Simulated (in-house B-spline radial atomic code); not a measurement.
Configurations of Sm5+, with energies counted from [Xe] (4f5/2)3. All numbers are computed (Dirac-Hartree-Fock, average of each configuration as written; Fermi nucleus of rms radius 5.0819 fm) with an all-electron radial atomic-structure program (B-spline basis), not measured. Energies include first-order Breit, QED and recoil terms.

Occupations are held fixed; configurations that lie above the ionisation limit could autoionise.

```tsv
configuration	E - E(ref) (eV)	highest orbital	its <r> (bohr)
[Xe] (4f5/2)1 (4f7/2)1 (5d5/2)1	26.898	5d5/2	1.818
[Kr] 4d10 (4f7/2)3 5s2 (5p1/2)1 (5p3/2)4 (5g7/2)1	72.787	5g7/2	4.485
[Xe] (4f5/2)1 (4f7/2)1 (9p3/2)1	73.342	9p3/2	10.8
[Kr] 4d10 (4f5/2)2 (4f7/2)1 5s2 (5p1/2)2 (5p3/2)3 (8d3/2)1	74.225	8d3/2	9.012
[Kr] 4d10 (4f7/2)3 5s2 (5p1/2)2 (5p3/2)3 9s1	75.745	9s1/2	10.02
[Kr] 4d10 (4f5/2)1 (4f7/2)2 5s2 (5p1/2)2 (5p3/2)3 (9p1/2)1	76.72	9p1/2	10.69
[Kr] 4d10 (4f5/2)1 (4f7/2)2 5s2 (5p1/2)2 (5p3/2)3 (8g7/2)1	80.312	8g7/2	14.08
```

(1) Order these further configurations by energy, lowest first.
A. [Xe] (4f5/2)1 (4f7/2)2
B. [Xe] (4f7/2)3
C. [Kr] (4d3/2)3 (4d5/2)6 (4f7/2)3 5s2 5p6 (8f5/2)1
D. [Kr] (4d3/2)3 (4d5/2)6 (4f5/2)3 5s2 5p6 (8p3/2)1
E. [Xe] (4f5/2)2 (8f7/2)1

(2) How far above the reference does [Kr] (4d3/2)4 (4d5/2)5 (4f5/2)2 (4f7/2)1 5s2 5p6 (7g9/2)1 lie?

(3) How far above the reference does [Kr] 4d10 (4f5/2)2 (4f7/2)1 5s2 (5p1/2)1 (5p3/2)4 (7d3/2)1 lie?

(4) How far above the reference does [Xe] (4f7/2)2 (9d3/2)1 lie?

## Answers

(1) B (2.2332 eV), A (2.3575 eV), E (73.485 eV), D (208.83 eV), C (211.29 eV).

(2) 206.99 eV; its least bound orbital is 7g9/2 with <r> = 10.35 bohr.

(3) 73.648 eV; its least bound orbital is 7d3/2 with <r> = 6.177 bohr.

(4) 75.213 eV; its least bound orbital is 9d3/2 with <r> = 12.29 bohr.
